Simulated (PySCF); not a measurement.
Correlation energy of Ta²⁺ (tantalum, charge +2)

[Xe] 4f14 5d3, high-spin 4F determinant. Calculation: PySCF 2.14, in aug-cc-pwCVDZ-PP with ECP60MDF; scalar relativity through the core potential. Frozen: 5s2 5p6; 3 electrons correlated.

```json
{"level": "CCSD", "correlation energy (mhartree)": "-16.12"}
{"level": "(T)", "correlation energy (mhartree)": "-0.05"}
{"level": "CCSD(T)", "correlation energy (mhartree)": "-16.17"}
```

Diagnostics: T1 = 0.0013, D1 = 0.0018, largest double amplitude 0.018.

Task: Is a single reference adequate?

Result: Yes, within this model without spin-orbit coupling: T1 lies below 0.03 and no double amplitude reaches 0.07.
